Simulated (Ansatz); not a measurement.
Saddle point of Si2NH7S, singlet (Si₂NH₇S ([NH2][SiH]([SiH3])[SH]) → Si₂NH₅ ([NH][SiH][SiH3]) + H₂S; bonds formed: S2–H4; bonds broken: Si1–S2, N3–H4), PBE0-D4/def2-TZVP structure:

```
11
angstrom
Si -0.1515 0.8686 0.3407
S 2.0876 0.2691 -0.7257
N -0.6404 1.4969 -1.0776
H 1.0184 0.8945 -1.4558
H 0.3198 1.6293 1.5425
Si -0.8073 -1.3150 0.8499
H 1.7062 -0.9624 -1.1062
H -0.7078 2.4950 -1.2248
H -0.7346 -2.1363 -0.3887
H -2.1976 -1.3401 1.3768
H 0.1072 -1.8996 1.8689
```

Energies are electronic, without zero-point energy. Barriers and step energies count from the start structure reached by relaxing down the imaginary mode; all methods use the PBE0-D4 structures, on which another method's saddle can fall below an end. Ansatz 0.2.0; basis: def2-TZVPP, with def2-QZVPP for the basis limit; cores frozen in the correlated methods. B3LYP uses VWN-RPA correlation. Extrapolation: Hartree–Fock as exp(−7.88 √X), correlation as X^−2.97.

```csv
method,barrier (eV),step energy (eV)
SPW92,?,2.635
PBE-D4,2.625,2.485
BLYP-D4,2.619,2.341
r2SCAN-D4,2.834,2.653
B97M-V,2.946,2.689
PBE0-D4,2.916,2.732
B3LYP-D4,2.867,2.568
r2SCAN0-D4,3.030,2.821
BHLYP-D4,3.184,2.825
CAM-B3LYP-D4,3.016,2.712
wB97X-V,3.074,2.787
wB97M-V,2.985,2.702
B2PLYP,?,2.621
PBE-QIDH,3.058,2.840
RPA on PBE,2.867,2.512
HF,3.583,3.023
MP2,?,2.685
CCSD,3.106,2.744
CCSD(T),2.968,2.656
```

Question: Fill in the withheld barriers. (Judge from chemistry; the value comes from the calculation.)

Answer: The calculation gives: MP2 2.938; SPW92 2.587; B2PLYP 2.918 eV. Each is the energy of the saddle less that of the start structure, by the same method.

For comparison, the barrier by CCSD(T) at an estimated basis limit (MP2 extrapolated from triple and quadruple zeta, plus CCSD(T) − MP2 in triple zeta) is 2.964 eV.

T1 diagnostic: at most 0.017.

Labels in which every atom is bracketed show which atoms are joined, not bond orders.

For scale, one of the runs: CCSD(T)/def2-TZVPP, 255 basis functions (an equivalent command: `ansatz run in.yaml --threads 4`). Time: 62 s of wall clock on 4 CPU threads; the host was shared. Peak host memory: 5.1 GiB.
